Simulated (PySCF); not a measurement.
CH7BFP.
Atom-mapped SMILES: `[F:1][CH2:2][BH2-:3][PH3+:4]` (hydrogens: H5, H6 on C2; H7, H8 on B3; H9, H10, H11 on P4)

Structure used (PBE0-D3(BJ)/def2-SVP), in Å, numbered top down from 1:
```xyz
11
CH7BFP angstrom
F     -0.5389   -1.3173    0.0890
C     -1.3009   -0.1719    0.4044
B     -0.3885    1.1718    0.3084
P      1.3811    0.5412   -0.1681
H     -2.1508   -0.1539   -0.2974
H     -1.7113   -0.3325    1.4149
H     -0.6476    1.9447   -0.6047
H     -0.1828    1.7694    1.3566
H      2.0528   -0.3377    0.7120
H      2.3472    1.5670   -0.2952
H      1.5570   -0.1336   -1.3974
```

Level: PBE0/pcSseg-1 and CAM-B3LYP/def2-SVPD in PySCF, non-relativistic, on one gas-phase PBE0-D3(BJ)/def2-SVP geometry that isn't relaxed in the solvent. The solvent is an IEF-PCM continuum (Bondi radii, 1.10 Å for H, scaled by 1.2). Specific hydrogen bonds and non-electrostatic terms are outside this model.

Gas phase at PBE0/pcSseg-1: HOMO -8.11 eV, LUMO 0.40 eV, dipole 3.06 D.

Task: What does the continuum do to the energy, the frontier levels and the dipole at PBE0/pcSseg-1 in benzene and water?

Result: 
```json
{"solvent": "benzene", "ε": "2.271", "E(solvent) − E(gas) (kJ/mol)": "-12.33", "polarisation term (kJ/mol)": "-13.41", "distortion of the solute (kJ/mol)": "1.08", "HOMO (eV)": "-8.12", "LUMO (eV)": "0.69", "dipole (D)": "3.51"}
{"solvent": "water", "ε": "78.36", "E(solvent) − E(gas) (kJ/mol)": "-26.81", "polarisation term (kJ/mol)": "-32.13", "distortion of the solute (kJ/mol)": "5.32", "HOMO (eV)": "-8.18", "LUMO (eV)": "0.95", "dipole (D)": "4.07"}
```

The polarisation term is half the interaction of the solute with the surface charges that it induces; the rest is the cost of distorting the solute's density. The sum is the electrostatic part of solvation alone. From benzene to water the lowering changes by a factor 2.17, Onsager's factor (ε − 1)/(2ε + 1) by 2.14 and ε itself by 34.5.

Task: Which radius a makes the point-dipole formula ΔE = −[(ε − 1)/(2ε + 1)]·μ²/a³ give the value in water, with the gas-phase dipole?

Result: μ = 1.205 au and |ΔE| = 0.01021 Eh give a = 2.18 Å; the farthest nucleus lies 2.62 Å from the centroid of the nuclei, so such a sphere wouldn't even hold the nuclei. The formula assumes a rigid point dipole at the centre of a sphere.

Task: Give the dipole vector in the frame of the coordinates (D, pointing from negative to positive charge), gas and water.

Result: Gas (2.99, 0.07, -0.67), solvent (3.96, -0.15, -0.90). Its length changes by +33 % and its direction by 3°.

Task: Which Mulliken charges (PBE0/pcSseg-1) respond most in benzene (means over atoms taken as equivalent)?

Result: 
| atoms | environment | gas (e) | solvent (e) | change |
| --- | --- | --- | --- | --- |
| H7/H8 | B–H hydrogen | +0.013 | -0.002 | -0.015 |
| P4 | phosphorus bonded to B and 3 H | +0.116 | +0.128 | +0.012 |
| H9/H10/H11 | P–H hydrogen | +0.090 | +0.101 | +0.011 |
| B3 | four-coordinate boron | -0.238 | -0.245 | -0.007 |
| F1 | alkyl fluorine | -0.389 | -0.396 | -0.007 |
| C2 | sp3 C–F carbon | +0.002 | -0.004 | -0.006 |
| H5/H6 | methylene hydrogen | +0.107 | +0.109 | +0.002 |

Task: Which Mayer bond orders change most in benzene?

Result: 
```json
{"bond": "B3–P4", "length (Å)": "1.938", "gas": "0.777", "solvent": "0.803", "change": "+0.026"}
{"bond": "F1–C2", "length (Å)": "1.411", "gas": "0.805", "solvent": "0.800", "change": "-0.005"}
{"bond": "B3–H7", "length (Å)": "1.224", "gas": "0.948", "solvent": "0.951", "change": "+0.003"}
{"bond": "B3–H8", "length (Å)": "1.224", "gas": "0.948", "solvent": "0.951", "change": "+0.003"}
{"bond": "P4–H9", "length (Å)": "1.414", "gas": "0.924", "solvent": "0.926", "change": "+0.002"}
{"bond": "C2–B3", "length (Å)": "1.627", "gas": "0.952", "solvent": "0.951", "change": "-0.001"}
{"bond": "C2–H5", "length (Å)": "1.102", "gas": "0.968", "solvent": "0.967", "change": "-0.001"}
{"bond": "P4–H10", "length (Å)": "1.415", "gas": "0.939", "solvent": "0.940", "change": "+0.001"}
```

Task: How do the nuclear quadrupole coupling constants eQVzz/h respond in benzene?

Result: 
| nucleus | Q (barn) | gas (MHz) | solvent (MHz) | η gas | η solvent |
| --- | --- | --- | --- | --- | --- |
| 11B at B3 | 0.04059 | 2.13 | 1.99 | 0.09 | 0.10 |

Gas phase at CAM-B3LYP/def2-SVPD: HOMO -9.58 eV, LUMO 0.72 eV, dipole 2.96 D.

Task: What does the continuum do to the energy, the frontier levels and the dipole at CAM-B3LYP/def2-SVPD in benzene and water?

Result: 
```json
{"solvent": "benzene", "ε": "2.271", "E(solvent) − E(gas) (kJ/mol)": "-12.02", "polarisation term (kJ/mol)": "-13.14", "distortion of the solute (kJ/mol)": "1.12", "HOMO (eV)": "-9.57", "LUMO (eV)": "0.94", "dipole (D)": "3.42"}
{"solvent": "water", "ε": "78.36", "E(solvent) − E(gas) (kJ/mol)": "-26.32", "polarisation term (kJ/mol)": "-31.96", "distortion of the solute (kJ/mol)": "5.64", "HOMO (eV)": "-9.62", "LUMO (eV)": "1.09", "dipole (D)": "4.00"}
```

The atom shares or the degeneracy of the LUMO differ from the gas phase in water, so that column needn't follow one orbital.

Task: How does the static polarisability (CAM-B3LYP/def2-SVPD, frozen core, with the continuum's full static response) change?

Result: 
```tsv
medium	isotropic (au)	principal values (au)	⟨r²⟩ of the electrons (bohr²)
gas	58.1	51.5, 55.3, 67.5	453.4
benzene	66.1	59.1, 63.0, 76.2	453.2
water	78.6	72.8, 74.8, 88.3	453.1
```

The isotropic value in water is 1.35 times the gas-phase one; no cavity-field correction is applied. ⟨r²⟩ is taken about the centre of nuclear charge.
